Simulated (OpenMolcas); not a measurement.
**Co⁺: effect of the IPEA shift**

```yaml
Program: OpenMolcas
Basis: ANO-RCC-VTZP [6s5p3d2f1g]
Scalar_Hamiltonian: DKH2, point nucleus
Active_space: 8 electrons in 6 orbitals (3d 4s)
State_averaging: 2S+1 = 5 even, 15 roots; 2S+1 = 3 even, 38 roots; 2S+1 = 1 even, 28 roots
Spin-orbit_coupling: state interaction with AMFI integrals over the reference wave functions, term energies averaged over their components
```

Methods on the same reference wave functions:
A. CASSCF
B. MS-CASPT2, IPEA 0 Eh, imaginary shift 0.1 Eh (closed shells correlated: 3s 3p)
C. MS-CASPT2, IPEA 0.25 Eh, imaginary shift 0.1 Eh (closed shells correlated: 3s 3p)

Energies in cm⁻¹ above 3d⁷ 4s ⁵F₅.

| Level | A | B | C |
| --- | --- | --- | --- |
| 3d⁷ 4s ⁵F₅ | 0.0 | 0.0 | 0.0 |
| 3d⁷ 4s ⁵F₄ | 705 | 690 | 695 |
| 3d⁷ 4s ⁵F₃ | 1265 | 1255 | 1258 |
| 3d⁷ 4s ⁵F₂ | 1677 | 1671 | 1672 |
| 3d⁷ 4s ⁵F₁ | 1947 | 1943 | 1943 |
| 3d⁷ 4s ³F₄ | 6121 | 3250 | 3750 |
| 3d⁷ 4s ³F₃ | 7036 | 4160 | 4660 |
| 3d⁷ 4s ³F₂ | 7677 | 4790 | 5290 |
| 3d⁷ 4s ³G₅ | 18571 | 14660 | 15510 |
| 3d⁷ 4s ³G₄ | 18962 | 15030 | 15890 |
| 3d⁷ 4s ⁵P₃ | 19293 | 14540 | 15010 |
| 3d⁷ 4s ³G₃ | 19364 | 15440 | 16300 |
| 3d⁷ 4s ⁵P₂ | 19532 | 14600 | 15140 |
| 3d⁷ 4s ⁵P₁ | 19897 | 15040 | 15540 |
| 3d⁷ 4s ¹G₄ | 22902 | 18140 | 19080 |
| 3d⁷ 4s ³P₂(1) [63 %] | 24341 | 17280 | 18460 |
| 3d⁷ 4s ³H₆ | 24760 | 21000 | 21620 |
| 3d⁷ 4s ³P₂(2) [70 %] | 25108 | 18370 | 19080 |
| 3d⁷ 4s ³H₅ | 25116 | 21350 | 21970 |
| 3d⁷ 4s ³H₄ | 25556 | 21750 | 22390 |
| 3d⁷ 4s ³D₃ | 26835 | 20860 | 21800 |
| 3d⁷ 4s ³D₂ | 27523 | 21440 | 22400 |
| 3d⁷ 4s ¹H₅ | 29150 | 24520 | 25270 |
| 3d⁷ 4s ¹D₂ | 31297 | 24230 | 25270 |

Between B and C the level of the table that moves most is 3d⁷ 4s ³P₂(1) [63 %], by 1200 cm-1 (lowest in B, highest in C). Moves below CASPT2's spread within the term are not significant.

From A to B the spin-free energies of the other terms of 3d⁷ 4s shown, above ⁵F, scale by factors of 0.51 to 0.84.

The lowest spin-free term lies below A's lowest term by 0.532 hartree in B, 0.522 hartree in C.

CASPT2 does not keep the components of a term degenerate, so their means are used; among the terms shown or strongly mixed into the levels shown the widest spread is 2000 cm-1 (3d⁷ 4s ³F, B). The lowest computed level is not the ground level that NIST lists (3F4). No level of 3d⁸ was computed, though it lies in the active space. The CASPT2 spread within a term exceeds the gap to the next term for 3d⁷ 4s ³D and 3d⁷ 4s ³H, 3d⁷ 4s ¹D and 3d⁷ 4s ¹H, so the order of their levels is uncertain (figures for B; the like holds for C). Without dynamic correlation excited terms often stand tens of per cent too high (terms of higher spin than the ground term too low), and those without a measured partner can miss by more than the paired ones (holds for A). Levels of configurations outside the active space are missing. Levels that lie high or do not pair safely by name in every column are left out.

A share in square brackets marks a mixed level and gives the weight of the term that names it, the lowest over the columns. A number in round brackets counts repeated terms of one configuration in the order of the reference energies.
